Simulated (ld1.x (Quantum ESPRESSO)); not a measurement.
## scandium (Sc): variants of one RRKJ potential

Base potential:

| Property | Result |
| --- | --- |
| Element | Sc |
| Generator | ld1.x (Quantum ESPRESSO) 7.5 |
| Type | norm-conserving RRKJ (Kleinman–Bylander form) |
| Functional | BLYP |
| Relativity | scalar-relativistic |
| Frozen core | [Ne] |
| Valence charge | 11 |
| Reference configuration | 3s2 3p6 3d0 4s0 4p0 (charge +3) |
| Partial waves | 3p (bound): rc 1.10 bohr; 3d (bound, empty): rc 2.20 bohr; 3s (bound): rc 0.95 bohr |
| Local potential | the s channel |
| Core correction | Bessel-smoothed model core inside 0.60 bohr |
| rho0 | 0.001 |

Cutoffs, loose and tight: the cutoffs (Ry, on a coarse ladder) from which the occupation-weighted sum of valence levels, in a spherical-Bessel basis at the reference potential, stays within 10 and 1 mRy of its value at 400 Ry. They do not see the model core or the augmentation charge, which bear on the density cutoff. Test errors are all-electron minus pseudo excitation energies from the reference, over the configurations 3s2 3p6 3d1 4s2 4p0; 3s2 3p6 3d1 4s1 4p0; 3s2 3p6 3d1 4s0 4p0; 3s2 3p6 3d0 4s2 4p0; 3s2 3p6 3d0 4s2 4p1; 3s2 3p6 3d1 4s0 4p2; 3s1 3p6 3d1 4s2 4p0. A dash means not determined; rows that change the core or the reference have their own tests.

| change | outcome | cutoff, loose | cutoff, tight | bound ghosts | largest test error (meV) |
| --- | --- | --- | --- | --- | --- |
| base | generated | 120 Ry | 200 Ry | none | +245 |
| all radii but the core radius scaled by about 0.76 (s 0.72, p 0.84, d 1.68 bohr) | generated | 260 Ry | over 300 Ry | none | +240 |
| all radii but the core radius scaled by about 0.84 (s 0.80, p 0.92, d 1.86 bohr) | generated | 200 Ry | over 300 Ry | none | +163 |
| all radii but the core radius scaled by about 0.91 (s 0.86, p 1.00, d 2.00 bohr) | generated | 140 Ry | 230 Ry | none | +188 |
| all radii but the core radius scaled by about 1.04 (s 1.00, p 1.14, d 2.30 bohr) | generated | 110 Ry | 200 Ry | none | +303 |
| all radii but the core radius scaled by about 1.11 (s 1.06, p 1.22, d 2.44 bohr) | generated | 110 Ry | 200 Ry | none | +378 |
| all radii but the core radius scaled by about 1.16 (s 1.10, p 1.28, d 2.54 bohr) | generated | 100 Ry | 180 Ry | none | +474 |
| all radii but the core radius scaled by about 1.24 (s 1.18, p 1.36, d 2.72 bohr) | generated | 90 Ry | 160 Ry | none | +652 |
| all radii but the core radius scaled by about 1.31 (s 1.24, p 1.44, d 2.88 bohr) | generated | 90 Ry | 140 Ry | none | +814 |

Q: What comes out with this change to the base: all radii but the core radius scaled by about 1.39 (s 1.32, p 1.52, d 3.06 bohr)?

A: outcome: generated; cutoff, loose: 70 Ry; cutoff, tight: 100 Ry; bound ghosts: none; largest test error (meV): +1149.

Q: What comes out with this change to the base: all radii but the core radius scaled by about 0.95 (s 0.90, p 1.04, d 2.10 bohr)?

A: outcome: generated; cutoff, loose: 120 Ry; cutoff, tight: 230 Ry; bound ghosts: none; largest test error (meV): +201.

Reading the sweep of the scale of all radii but the core radius (base = 1) (base included, trends over the rows without a ghost): The loose cutoff falls from 260 Ry at 0.76 to 70 Ry at 1.39. A larger radius leaves more room for a smooth pseudo-wave, so fewer plane waves are needed; a smaller one forces it to follow the all-electron wave where it bends sharply. The median size of the test errors (rows with all tests solved) rises from 177.9 meV at 0.76 to 919.1 meV at 1.39, with one reversal. More of the atom is replaced by a form fitted at one configuration, so other configurations suffer as the radius grows.
